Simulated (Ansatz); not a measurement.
`F[SiH]([SeH])O[SiH3]`, relaxed with RKS PBE-D4/def2-SVP in the Gaussian-basis code of Ansatz from a rough embedded geometry. The force threshold is 0.03 eV/Å; the program also tests the step.

Charge 0, multiplicity 1.

Start:

```xyz
10

F     0.755   -0.826   -1.638
Si    0.834    0.375   -0.509
Se    3.011    0.834   -0.009
O     0.002   -0.199    0.974
Si   -1.663   -0.275    0.482
H     0.231    1.592   -1.034
H     3.208   -0.625    0.516
H    -1.844   -1.255   -0.573
H    -2.130    1.086    0.120
H    -2.404   -0.707    1.671
```

Task: How much energy does the relaxation release, and in how many steps? (An estimate is asked.)

Result: Ansatz gave: 60.18 kJ/mol, in 23 steps, 3 of them rejected.

Task: Which bonds change most? (Estimate.)

Result: Ansatz gave: Si2–O4 from 1.795 to 1.655 Å; Se3–H7 from 1.563 to 1.486 Å; O4–Si5 from 1.739 to 1.683 Å; Si5–H8 from 1.452 to 1.503 Å.

Task: Give the relaxed structure. (An estimate is asked.)

Result: The calculation gave: 
```xyz
10

F     0.812   -0.429   -1.984
Si    1.004    0.601   -0.726
Se    3.069    0.421    0.210
O    -0.156    0.220    0.391
Si   -1.725   -0.360    0.576
H     0.855    1.990   -1.257
H     2.695   -0.863    0.857
H    -1.893   -1.658   -0.161
H    -2.709    0.648    0.049
H    -1.952   -0.571    2.043
```
